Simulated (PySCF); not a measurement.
Sb(Br)(Me)2 (C₂H₆BrSb), SMILES [Sb]([CH3])([CH3])[Br].

The structure is a stationary point at PBE0-D3(BJ)/def2-SVP. The structure was generated by enumeration; whether it is a known compound was not checked. The def2 effective core potentials stand for the cores of Sb; spin–orbit coupling is left out.

Two levels are set side by side: PBE/def2-TZVP (PySCF) and CAM-B3LYP/def2-TZVP (PySCF). Same geometry, gas phase. Differences are taken from unrounded values.

```csv
quantity,PBE
orbital gap (eV),3.79
highest occupied level (eV),-5.97
lowest empty level (eV),-2.18
dipole moment (D),2.84
mean polarisability (bohr³),90.0
```

**Question.** These are the PBE values. What does CAM-B3LYP give? (The exact figures need the calculation; the answer reports its results.)

**Answer.** 
```
quantity                     CAM-B3LYP  PBE minus CAM-B3LYP
---------------------------  ---------  -------------------
orbital gap (eV)                  7.78                -3.99
highest occupied level (eV)      -8.25                 2.28
lowest empty level (eV)          -0.46                -1.71
dipole moment (D)                 3.06                -0.21
mean polarisability (bohr³)       87.3                  2.7
```

Without exact exchange PBE keeps part of each electron's self-repulsion, which lifts occupied levels and narrows the gap. PBE's more diffuse valence density responds more strongly to a field. Differences between two approximate levels are no errors against the true value.

Rough cost on one machine, each run with all the roots and properties that it gave: CAM-B3LYP against PBE within a factor of 2.
